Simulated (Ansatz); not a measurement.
Stepwise reaction of `[SH][Cd][SH]` with hydrogen fluoride, as a gas-phase model of exchange steps in deposition or etching. ΔE in kJ/mol; ΔG adds harmonic PBE0-D4 terms to CCSD(T)/CBS, at 1 bar.

Isolated molecules relaxed with PBE0-D4/def2-TZVP in Ansatz; ΔE leaves out vibrations. CCSD(T)/CBS is the MP2 limit (def2-TZVPP, def2-QZVPP) plus CCSD(T) − MP2 in def2-TZVPP, frozen cores. This one scheme is used for every species. Functionals use def2-TZVPP. B3LYP here is the variant with VWN-RPA as its local correlation; programs differ in this. def2 core potentials past Kr. For Cd outer-core shells are correlated without core-valence functions, which leaves a few kJ/mol of doubt a bond. Each species was taken in one conformer, which may not be the lowest.

```json
{"step": "2", "reaction": "`[F][Cd][SH]` + H–F → `[F][Cd][F]` + H₂S", "PBE-D4": "64.7", "B3LYP-D4": "61.7", "ωB97M-V": "63.8", "CCSD(T)/CBS": "70.5", "ΔG(400 K)": "69.6"}
```

Question: Give the row of step 1, `[SH][Cd][SH]` + H–F → `[F][Cd][SH]` + H₂S. (Estimate.)

Answer: Ansatz gave: 
```
step                                    reaction  PBE-D4  B3LYP-D4  ωB97M-V  CCSD(T)/CBS  ΔG(400 K)
   1  `[SH][Cd][SH]` + H–F → `[F][Cd][SH]` + H₂S    50.9      48.0     51.0         57.6       48.5
```

Question: By hand: ΔE of the 2 steps together at CCSD(T)/CBS.

Answer: (57.6) + (70.5) = 128.1 kJ/mol, or 64.0 kJ/mol a step.

In ΔE each step is higher than the one before. All are uphill at CCSD(T)/CBS. ΔG lies between 48.5 and 69.6 kJ/mol a step. PBE-D4 differs from CCSD(T)/CBS by -6.7 to -5.8 kJ/mol a step. Isolated molecules leave out the surface, adducts and barriers. Largest T1 diagnostic: 0.018.
